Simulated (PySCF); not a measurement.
**ZnB⁺ at r²SCAN**

Computed with r²SCAN; Zn def2-SVP, B def2-SVP; no relativity (PySCF 2.14).

```
state                                                                                                             : ¹Σ⁺ (singlet), closed shell
bond length                                                                                                       : 2.315 Å
harmonic wavenumber                                                                                               : 342 cm⁻¹
force constant                                                                                                    : 0.649 mdyn/Å
rotational constant Be                                                                                            : 0.3350 cm⁻¹
anharmonicity ωexe                                                                                                : 2.35 cm⁻¹
vibration–rotation constant αe                                                                                    : 0.00361 cm⁻¹
well depth De to Zn + B⁺                                                                                          : 2.40 eV
dissociation energy D0                                                                                            : 2.38 eV
HOMO–LUMO gap                                                                                                     : 2.28 eV
bond order (Mayer)                                                                                                : 1.00
dipole moment (positive dipole points towards B; it is taken about the centre of mass and depends on that origin) : 1.39 D
```

For an ion De counts to the pair picked by the measured ionisation energies or electron affinities, which need not be the lowest pair at this level.
